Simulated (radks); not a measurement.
Results of a calculation; reference values are marked as such.
Excited configurations of Pd+: one electron is placed in a higher orbital outside [Kr] 4d8. The ground configuration is [Kr] 4d9. Level of theory: Dirac Kohn-Sham, PBE, spin-unpolarised, spherical densities, finite nucleus; open shells fill j = l - 1/2 first; Fermi nuclear charge, rms radius 4.5318 fm (a radial shooting solver on a logarithmic mesh with Libxc functionals). Excitation = E - E(ground); binding = E(ion) - E, where the ion is the core of charge +2; n* = 2/sqrt(2 binding) in atomic units, and the quantum defect is n - n*.

outer orbital  excitation (eV)  binding (eV)     n*  quantum defect  eigenvalue (eV)  <r> (bohr)
4f5/2                   17.075         3.515  3.935           0.065           -2.488       8.618
5s1/2                    4.306        16.284  1.828           3.172          -12.443       2.783
5d3/2                   14.864         5.726  3.083           1.917           -4.111       5.851
5f5/2                   18.209         2.381  4.781           0.219           -1.798       14.64
6s1/2                   13.904         6.686  2.853           3.147           -5.265       6.341
6p1/2                   15.260         5.329  3.196           2.804           -4.152       7.525
6d3/2                   17.155         3.434  3.981           2.019           -2.630       10.95
7p1/2                   17.422         3.168  4.145           2.855           -2.524       12.94
7f5/2                   19.320         1.270  6.546           0.454           -1.018       30.82

The Delta-SCF ionisation energy is 20.590 eV (NIST Atomic Spectra Database: 19.4 eV, semi-empirical). Self-interaction in the functional shifts the binding energies and quantum defects, so they are the method's values and not measured ones. Spin polarisation and multiplet splitting are left out, so open shells lie too high by an amount that depends on their filling.

Beside tabulated values, note that spin-unpolarised runs miss the spin-polarisation part of the exchange energy of open shells.
